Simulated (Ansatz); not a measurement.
C5H12O3 (`COC(C)(OC)OC`), 20 atoms. Charge 0, multiplicity 1. Hardware: A = 2 threads of an AMD EPYC 7R13 on a shared host and a share of an NVIDIA H100 80 GB; B = 2 threads of an AMD EPYC 7R13 on a shared host. Correlated methods freeze the cores.

Problem. Give the basis size and wall time and peak host memory of each of these runs in Ansatz. RKS B2PLYP (frozen core)/def2-TZVPP energy [A]; RKS r2SCAN-D4/def2-TZVPP energy and forces [A]; direct RPA on PBE orbitals/def2-TZVPP energy [A]; RKS PBE0-D4/def2-TZVPP energy [A]; RKS PBE0-D4/def2-SVP energy [B]; RKS ωB97M-V/def2-QZVPP energy [A]; RKS ωB97M-V/def2-SVP energy [B]; RHF-CCSD(T)/def2-SVP energy [A]; RKS PBE0-D4/def2-QZVPP energy [A]; RKS BHLYP-D4/def2-TZVPP energy [A]; RHF-MP2/def2-QZVPP energy [A]; RKS PBE0-D4/def2-TZVP relaxation (9 steps) [A]. (Best estimate.)

Solution. Ansatz gave: Other jobs shared the machine, so times are rough.

```tsv
level	job	functions	wall time	peak host memory (GiB)
RKS BHLYP-D4/def2-TZVPP	energy [A]	416	3 s	0.92
RKS PBE0-D4/def2-TZVPP	energy [A]	416	3.9 s	0.92
RKS B2PLYP (frozen core)/def2-TZVPP	energy [A]	416	4.1 s	2
RHF-CCSD(T)/def2-SVP	energy [A]	172	4.3 s	0.79
RKS PBE0-D4/def2-SVP	energy [B]	172	4.6 s	0.58
RKS r2SCAN-D4/def2-TZVPP	energy and forces [A]	416	5 s	0.95
direct RPA on PBE orbitals/def2-TZVPP	energy [A]	416	6.5 s	2.1
RKS PBE0-D4/def2-QZVPP	energy [A]	816	7.5 s	1.4
RKS ωB97M-V/def2-QZVPP	energy [A]	816	9.5 s	1.4
RHF-MP2/def2-QZVPP	energy [A]	816	12 s	1.5
RKS ωB97M-V/def2-SVP	energy [B]	172	14 s	0.76
RKS PBE0-D4/def2-TZVP	relaxation (9 steps) [A]	320	20 s	0.95
```
